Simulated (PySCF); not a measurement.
A structure optimised at PBE-D3(BJ)/def2-SVP, used in a PySCF frequency run:

```
Si
Cl 1 2.0793
Cl 1 2.0793 2 109.17
Cl 1 2.0793 2 109.17 3 -119.27
```
Charge 0, spin multiplicity 2.

Q: Write its SMILES, formula and point group.

A: Cl[Si](Cl)Cl, Cl₃Si, C3v

Q: What are its rotational constants (standard atomic weights)?

A: 2.3551, 2.3551, 1.2411 GHz
